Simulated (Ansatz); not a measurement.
Calculated with Ansatz (gas phase, PBE0-D4/def2-TZVP geometries, no zero-point term in ΔE). CCSD(T)/CBS is the MP2 limit (def2-TZVPP, def2-QZVPP) plus CCSD(T) − MP2 in def2-TZVPP, frozen cores. Functionals use def2-TZVPP. For Se outer-core shells are correlated without core-valence functions, which leaves a few kJ/mol of doubt a bond. Scalar relativity is left out up to krypton. Each species was taken in one conformer, which may not be the lowest.

Consider the cleavage of the Si–B bond: `BB[SiH2]F` + H₂Se → `F[SiH2][SeH]` + `BB`.

Task: Is it downhill or uphill in electronic energy at CCSD(T)/CBS, and by how much? (Estimate.)

Result: Ansatz gave: Downhill: ΔE = -0.75 eV.

Task: What do these levels give: PBE, PBE0, CCSD/def2-SVP, CCSD(T)/def2-SVP, MP2/CBS(def2), CCSD/CBS(def2)? (An estimate is asked.)

Result: The calculation gave: PBE -0.61, PBE0 -0.67, CCSD/def2-SVP -0.60, CCSD(T)/def2-SVP -0.59, MP2/CBS(def2) -0.86, CCSD/CBS(def2) -0.76 eV.

Task: What do rigid-rotor, harmonic-oscillator terms from PBE0-D4/def2-TZVP frequencies (298.15 K, 1 bar) make of the CCSD(T)/CBS value? (Estimate.)

Result: Ansatz gave: ΔZPE = +0.05 eV, ΔH = -0.72 eV, ΔS = -10 J/(mol·K), ΔG = -0.69 eV.

Largest T1 diagnostic among the species: 0.014.

From PBE to PBE0 (25 % exact exchange), in def2-TZVPP and without D4, ΔE moves by −0.06 eV. Leaving LDA and LC-ωPBE aside and taking each functional with its dispersion term where it has one, the values, not all of them listed here, spread over 0.15 eV, from BHLYP-D4 to B97M-V. LDA lies +0.04 eV from PBE without D4.
